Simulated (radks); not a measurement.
All-electron atom: the zinc ion Zn4+ in [Ne] 3s1 3p6 3d8 4s1 (not the ground configuration).

Calculated with a radial shooting solver on a logarithmic mesh with Libxc functionals: Dirac Kohn-Sham, PBE, spin-unpolarised, spherical densities, point nucleus; open shells are shared between the two j in proportion to 2j + 1.

Energy parts (eV):
| part | energy |
|---|---|
| total | -48594.186 |
| kinetic | 49498.571 |
| electron-nucleus | -115274.068 |
| Hartree | 19053.785 |
| exchange-correlation | -1872.475 |

Orbitals (lengths in bohr, moments of r in powers of bohr):
| orbital | occ. | eigenvalue (eV) | <r^2> | <r> | small-component weight |
|---|---|---|---|---|---|
| 1s1/2 | 2 | -9607.668 | 0.003404 | 0.05030 | 1.17e-02 |
| 2s1/2 | 2 | -1240.419 | 0.06025 | 0.2259 | 2.24e-03 |
| 2p1/2 | 2 | -1102.371 | 0.04712 | 0.1958 | 2.23e-03 |
| 2p3/2 | 4 | -1078.473 | 0.04864 | 0.1992 | 2.19e-03 |
| 3s1/2 | 1 | -205.9984 | 0.5098 | 0.6657 | 5.22e-04 |
| 3p1/2 | 2 | -161.7061 | 0.5431 | 0.6809 | 4.79e-04 |
| 3p3/2 | 4 | -158.4239 | 0.5577 | 0.6901 | 4.69e-04 |
| 3d3/2 | 3.2 | -84.0058 | 0.6752 | 0.7385 | 3.66e-04 |
| 3d5/2 | 4.8 | -83.5449 | 0.6813 | 0.7419 | 3.63e-04 |
| 4s1/2 | 1 | -52.9565 | 3.648 | 1.800 | 1.02e-04 |

The highest occupied level is 4s1/2 at -52.957 eV. Summed over all electrons, <r^2> = 13.32 bohr^2, which gives a Langevin (diamagnetic) susceptibility term of -10.6 x 10^-6 cm^3/mol.
